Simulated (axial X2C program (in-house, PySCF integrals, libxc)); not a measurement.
# SeF⁺: from Re and ωe to a spectrum

A bond curve at the PBE0 level, with spin–orbit coupling, was computed with an axial X2C code built on PySCF integrals (basis Se dyall-cv3z [8s9p6d4f1g], F dyall-av3z [7s6p3d2f] (cores contracted in-house)) for the state Ω = 1 (⟨Sz⟩ = 1.00, ⟨Lz⟩ = 0.00 at PBE0). Its fit gives Re = 1.6576 Å, ωe = 832.0 cm⁻¹, ωexe = 3.37 cm⁻¹ and αe = 2.405e-03 cm⁻¹; the masses are 79.9165 and 18.9984 u. Two-component means X2C with spin–orbit coupling and atomic mean-field Coulomb and Gaunt terms.

Problem. Find the reduced mass, Be and the force constant.

Solution. From the PBE0 values: μ = 15.3494 u. Be = 16.8576/(μ Re²) = 0.3997 cm⁻¹. k = 5.8918×10⁻⁷ μ ωe² = 6.26 mdyn/Å.

Problem. Estimate De from a Morse curve and compare with the computed well depth of 3.397 eV to Se+ + F.

Solution. De(Morse) = ωe²/(4ωexe) = 6.367 eV against 3.397 eV computed, a ratio of 1.87. The extrapolation overshoots: the well softens faster than a Morse curve, or the lowest atomic limit lies below the one to which the curve heads.

Problem. Estimate the centrifugal constant by the Kratzer relation.

Solution. D = 4Be³/ωe² = 3.69e-07 cm⁻¹.

Problem. Where do the fundamental and the first overtone lie?

Solution. ν(1←0) = ωe − 2ωexe = 825.3 cm⁻¹; ν(2←0) = 2ωe − 6ωexe = 1643.8 cm⁻¹.

Problem. A Morse curve ties αe to the other constants (Pekeris). How well does that hold?

Solution. αe(Morse) = 6Be²/ωe × (√(ωexe/Be) − 1) = 2.193e-03 cm⁻¹; the PBE0 curve gives 2.405e-03 cm⁻¹, a ratio of 0.91.

The state is one determinant whose occupation by symmetry is held fixed; it was picked as the lowest of a PBE0 search that is not exhaustive. Dissociation energies refer to the lowest single-determinant-based atoms at the same level and basis. Density functionals use the spin component along the axis (collinear). A 2c atom that is not at its ground J level misses part of its spin–orbit lowering, and De is too large by that part (0.04 eV or less for light atoms). This holds for PBE0. Without a current term, density functionals place determinants with orbital angular momentum somewhat too high. With several unpaired electrons one determinant need not be a pure state. Open-shell Ω = 0 determinants with evenly filled partner blocks cannot be reached by this program, so the Ω shown need not be the lowest component. This is the Ω = 1 component of a π² triplet; the 0⁺ component is not one determinant and can lie lowest.
